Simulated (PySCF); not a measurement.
C2H5O2, SMILES C(C[O])O, multiplicity 2. Atoms are numbered in the order given.

```xyz
9

O      1.4031     0.0385     0.7391
C      0.8151    -0.3405    -0.4213
C     -0.7195    -0.4518    -0.1945
O     -1.3335     0.7644     0.1088
H      0.9837     0.3781    -1.2552
H      1.1437    -1.3535    -0.7410
H     -0.8969    -1.1282     0.6549
H     -1.1360    -0.9267    -1.1052
H     -1.2248     1.3607    -0.6410
```
Charge 0, spin multiplicity 2.

Geometry: ωB97X-D3(BJ)/def2-SVP. The isomer is the one that the SMILES or the coordinates give; other isomers of the formula were not compared. Other conformers were not sampled.

Two levels are set side by side: PBE/pcH-1 (PySCF) and PBE0/pcH-1 (PySCF). Contact hyperfine couplings, same geometry. Differences are taken from unrounded values.

```json
[
 {"quantity": "A(iso) of 17O, atom O1 (MHz)", "PBE0": "-44.1", "PBE": "-24.1", "PBE minus PBE0": "20.0"},
 {"quantity": "A(iso) of 13C, atom C2 (MHz)", "PBE0": "-40.0", "PBE": "-28.0", "PBE minus PBE0": "11.9"},
 {"quantity": "A(iso) of 13C, atom C3 (MHz)", "PBE0": "83.0", "PBE": "80.9", "PBE minus PBE0": "-2.1"},
 {"quantity": "A(iso) of 17O, atom O4 (MHz)", "PBE0": "-1.9", "PBE": "-4.2", "PBE minus PBE0": "-2.3"},
 {"quantity": "A(iso) of 1H, atom H5 (MHz)", "PBE0": "26.2", "PBE": "33.6", "PBE minus PBE0": "7.4"},
 {"quantity": "A(iso) of 1H, atom H6 (MHz)", "PBE0": "74.9", "PBE": "70.5", "PBE minus PBE0": "-4.4"},
 {"quantity": "A(iso) of 1H, atom H7 (MHz)", "PBE0": "-8.8", "PBE": "-8.2", "PBE minus PBE0": "0.6"},
 {"quantity": "A(iso) of 1H, atom H8 (MHz)", "PBE0": "28.1", "PBE": "47.8", "PBE minus PBE0": "19.7"},
 {"quantity": "A(iso) of 1H, atom H9 (MHz)", "PBE0": "0.6", "PBE": "-0.7", "PBE minus PBE0": "-1.3"}
]
```

Rough cost on one machine, each run with all the roots and properties that it gave: PBE0 against PBE within a factor of 2.
